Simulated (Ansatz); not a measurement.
System: KI, charge 0, singlet. KI (SMILES [K][I]).
B3LYP-D3(BJ)/def2-TZVP minimum from Ansatz (a program for electronic structure):
```xyz
2

K      0.0000     0.0000    -2.2761
I      0.0000     0.0000     0.8160
```
Charge 0, spin multiplicity 1.

Property: atomisation energy (electronic, to ground-state atoms), in kJ/mol. Open shells are spin-unrestricted; no spin-orbit coupling. Cores are frozen in correlated methods (noble-gas shells, and filled d and f shells in the p block). Past Kr the def2 sets carry scalar-relativistic core potentials. CBS(X,Y): correlation extrapolated as X^-3, Hartree-Fock from the larger set. A bracket is a step between two methods taken in the basis named. For partners of very few electrons the exact lower level stands in for a higher one. Spin-orbit terms, left out, reach several kcal/mol for Br and I, and more for heavier atoms.

CCSD(T)/CBS(def2-TZVPP,def2-QZVPP) + [CCSDT(Q) - CCSD(T)]/def2-QZVPP + [CCSDTQ - CCSDT(Q)]/def2-SVP (Ansatz) gives 356.0 kJ/mol.

Question: How far off this value is PBE/def2-TZVPD (Ansatz), in which direction, and how far these levels: r2SCAN/def2-TZVPD, B3LYP/def2-TZVPD, wB97M-V/def2-TZVPD, B2PLYP/def2-TZVPD, CCSD(T)/CBS(def2-TZVPP,def2-QZVPP)?

Answer: PBE gives 328.0 kJ/mol, 28.0 kJ/mol below it. Differences of the others: r2SCAN/def2-TZVPD (Ansatz) -12.7; B3LYP/def2-TZVPD (Ansatz) -34.1; wB97M-V/def2-TZVPD (Ansatz) -16.2; B2PLYP/def2-TZVPD (Ansatz) -27.9; CCSD(T)/CBS(def2-TZVPP,def2-QZVPP) (Ansatz) 0.0 kJ/mol.
